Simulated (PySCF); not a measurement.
# RbS⁺: energy against distance

Set-up: PySCF, scalar-relativistic core potentials, basis sets Rb def2-SVPD with ECP28, S def2-SVPD. Energies in eV from Rb⁺ + S in their ground configurations at the same level. All curves are PBE0. state 1: ³Σ⁻ (triplet), unpaired electrons π ↑↑; state 2: ³Π (triplet), unpaired electrons σ ↑, π ↑, a second solution, started from another occupation; state 3: Ms = 0 determinant of mixed spin (⟨S²⟩ near 1.0), unpaired electrons π ↑↓, a mixture of terms (⟨Lz²⟩ = 2.0), a second solution, started from another occupation; state 4: Ms = 0 determinant of mixed spin (⟨S²⟩ near 1.0), unpaired electrons σ ↑, π ↓, a second solution, started from another occupation.

| R (Å) | state 1 | state 2 | state 3 | state 4 |
| --- | --- | --- | --- | --- |
| 3.060 | -0.1366 | 0.1214 | 0.2924 | 0.5429 |
| 3.202 | -0.2299 | 0.0545 | 0.1991 | 0.4751 |
| 3.345 | -0.2762 | 0.0161 | 0.1526 | 0.4359 |
| 3.451 | -0.2910 | -0.0008 | 0.1377 | 0.4185 |
| 3.558 | -0.2945 | -0.0110 | 0.1341 | 0.4079 |
| 3.665 | -0.2903 | -0.0166 | 0.1382 | 0.4021 |
| 3.807 | -0.2769 | -0.0197 | 0.1513 | 0.3991 |
| 3.985 | -0.2535 | -0.0192 | 0.1743 | 0.3998 |
| 4.198 | -0.2219 | -0.0158 | 0.2054 | 0.4037 |
| 4.483 | -0.1815 | -0.0100 | 0.2452 | 0.4101 |

Problem. Put a parabola through the three lowest points of the state 1 curve and estimate Re, k and ωe (reduced mass 23.23 u; 1 eV/Å² = 0.16022 mdyn/Å; ωe = 1302.8·√(k/μ) cm⁻¹).

Solution. Through R = 3.451, 3.558, 3.665 Å the second-order coefficient is 0.336 eV/Å², so Re ≈ 3.553 Å, k ≈ 0.108 mdyn/Å and ωe ≈ 89 cm⁻¹. A polynomial fit of higher order to the unrounded PBE0 energies gives Re = 3.546 Å, k = 0.113 mdyn/Å, ωe = 90.7 cm⁻¹; anharmonicity and rounding make the difference.

The higher-order fit for each curve: state 1: Re = 3.546 Å, ωe = 90.7 cm⁻¹, De = 0.295 eV; state 2: Re = 3.867 Å, ωe = 37.2 cm⁻¹, minimum 0.020 eV below the ground-state fragments; state 3: Re = 3.548 Å, ωe = 90.2 cm⁻¹, minimum 0.134 eV above the ground-state fragments; state 4: Re = 3.858 Å, ωe = 39.1 cm⁻¹, minimum 0.399 eV above the ground-state fragments.

The bond is weak. Basis-set superposition, not corrected here, can be much of De in a small basis, most of all at correlated wavefunction levels. Spin–orbit coupling is left out. For an ion De counts to the pair picked by the measured ionisation energies or electron affinities, which need not be the lowest pair at this level. The state is the lowest determinant that a PBE0 search found; another state may lie lower at other levels.
